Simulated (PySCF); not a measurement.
# Exercise with solution: dipole moment from atomic charges

Cl₂H₃HfOSi, SMILES [SiH3][O][Hf]([Cl])[Cl] (connectivity only; charge and spin as stated), neutral, multiplicity 2. Atoms are numbered in the order given.

```xyz
8

Hf     0.0863     0.0659     0.2860
Cl    -0.2784    -1.5413     1.9654
Cl     1.0812     2.1610     0.6809
O     -0.4575    -0.3531    -1.5037
Si    -0.9288    -0.7140    -3.0697
H     -0.5189     0.3994    -3.9723
H     -2.4103    -0.8758    -3.1037
H     -0.2687    -1.9813    -3.4944
```
Charge 0, spin multiplicity 2.

Geometry: PBE0-D3(BJ)/def2-SVP. The spin state was assumed, not searched. The isomer is the one that the SMILES or the coordinates give; other isomers of the formula were not compared. The def2 effective core potentials stand for the cores of Hf; spin–orbit coupling is left out. One conformer was computed; it need not be the lowest.

Charges (e) from PySCF with PBE0/def2-TZVP:

```
atom  Mulliken  ESP fit
----  --------  -------
Hf1      1.072    0.528
Cl2     -0.371   -0.212
Cl3     -0.370   -0.211
O4      -0.548   -0.237
Si5      0.275    0.291
H6      -0.018   -0.051
H7      -0.020   -0.054
H8      -0.020   -0.052
```

The dipole moment of the full density is 1.99 D.

Q: What dipole moment does each set of point charges give, and which comes closer to that of the density?

A: 
μ = Σ q r, and 1 e Å = 4.8032 D.
Mulliken: Σ q r = (-0.146, -0.110, -0.491) e Å, |μ| = 2.52 D.
ESP fit: Σ q r = (-0.115, -0.089, -0.394) e Å, |μ| = 2.02 D.
ESP fit comes closer in size. Point charges leave out the atoms' own dipoles (lone pairs, polarised bonds); fits to the potential absorb them, partitions of the density don't.
